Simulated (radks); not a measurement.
The numbers below are computed, except where a source is named.
Initial-state core-level shifts of the phosphorus ion P+ when its valence configuration changes from [Ne] 3s2 3p2. Level of theory: non-relativistic Kohn-Sham, BLYP, spin-polarised, spherical densities, point nucleus; open shells are filled with parallel spins first (a radial shooting solver on a logarithmic mesh with Libxc functionals). Shifts are changes of the shell-averaged eigenvalues in eV (positive: less bound); the change of the density at the nucleus, which sets a Mossbauer isomer shift, is in e/bohr^3, on a base of 2193.

valence          1s      2s      2p  density at nucleus
3s1 3p3      -0.756  -0.797  -0.776             -7.0272
3s0.5 3p3.5  -1.858  -1.856  -1.831            -10.6394
3p4          -2.830  -2.797  -2.765            -14.3314
3s1.5 3p2.5  -0.435  -0.450  -0.440             -3.4830
